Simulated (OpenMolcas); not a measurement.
**Os VI: effect of the basis set**

```json
{
 "Program": "OpenMolcas",
 "Method": "MS-RASPT2, IPEA 0.25 Eh, imaginary shift 0.1 Eh (closed shells correlated: 5s)",
 "Active space": "9 electrons in 8 orbitals (RAS1 5p, at most 2 holes; RAS2 5d)",
 "State averaging": "2S+1 = 4 even, 10 roots; 2S+1 = 2 even, 40 roots",
 "Spin-orbit coupling": "RASSI with atomic mean-field integrals over the reference wave functions, term energies averaged over their components"
}
```

A. ANO-R2 [8s6p5d3f1g], X2C, finite nucleus; CASPT2 step about 30 core-seconds
B. ANO-RCC-VTZP [8s7p5d3f2g1h], DKH2, point nucleus; CASPT2 step roughly 60 core-seconds
C. ANO-RCC-VQZP [9s8p6d4f3g2h], DKH2, point nucleus; CASPT2 step roughly 70 core-seconds

Energies in cm⁻¹ above 5d³ ⁴F_3/2, the measured ground level; measured values from the list in Brasseur, Palmeri and Quinet, Atoms 13, 11 (2025).

```
            Level      A      B      C  Measured
       5d³ ⁴F_3/2    0.0    0.0    0.0       0.0
       5d³ ⁴F_5/2   6740   6770   6530      6397
       5d³ ⁴F_7/2  11990  12020  11660     11444
5d³ ⁴F_9/2 [55 %]  15320  15320  14940          
5d³ ⁴P_1/2 [66 %]  17350  17450  17250     16772
       5d³ ²G_7/2  23940  23920  23450     22920
5d³ ²H_9/2 [56 %]  25090  25110  24560     24028
       5d³ ⁴P_5/2  25840  25990  25580     24828
5d³ ²P_1/2 [66 %]  29890  29970  29480     28860
      5d³ ²H_11/2  33460  33480  32860     32156
    5d³ ²D_5/2(1)  36100  36160  35620     34418
5d³ ²G_9/2 [57 %]  38570  38600  37810     37019
       5d³ ²F_5/2  41270  41460  40920     39601
5d³ ²P_3/2 [55 %]  41600  41670  40960          
       5d³ ²F_7/2  42070  42260  41650     40447
    5d³ ²D_3/2(2)  62320  62500  61860          
    5d³ ²D_5/2(2)  63170  63320  62610     61005
```

Deviations, from unrounded energies. A percentage is the sum of absolute deviations over the sum of measured energies, with the sign that they share, or ± where signs differ.

```csv
Against measurement,Levels,A,B,C
mean absolute deviation (cm-1),13,1200,1300,780
fine structure of the ground term (%),2,+4.9,+5.3,+1.9
other terms of the ground configuration (%),11,+4.1,+4.3,+2.7
```

C lies closest to measurement on these levels and B furthest from it. The largest miss of C in the table is 5d³ ²D_5/2(2), by +1600 cm-1. The ranking rests on the paired levels alone, and a cruder setting can come out closer through cancelling errors.

Among A to C the level of the table that moves most is 5d³ ²G_9/2 [57 %], by 790 cm-1 (lowest in C, highest in B). Moves below CASPT2's spread within the term are not significant.

Term energies are means over components that CASPT2 splits; among the terms shown or strongly mixed into the levels shown the widest spread is 1200 cm-1 (5d³ ⁴F, A). Active for correlation alone: 5p; no level in the range computed is led by a configuration that opens it, so any true level of that kind is missing. Measured partners are found by configuration, term and J. A level has none where our copy of the source lacks it or the pairing is in doubt (some pairs that miss far off the trend of their configuration count as doubtful), and it then counts in no deviation. Only configurations of the active space appear. The table leaves out levels that lie high or whose names do not pair safely across all columns.

A share in square brackets marks a mixed level and gives the weight of the term that names it, the lowest over the columns. A number in round brackets counts repeated terms of one configuration in the order of the reference energies.
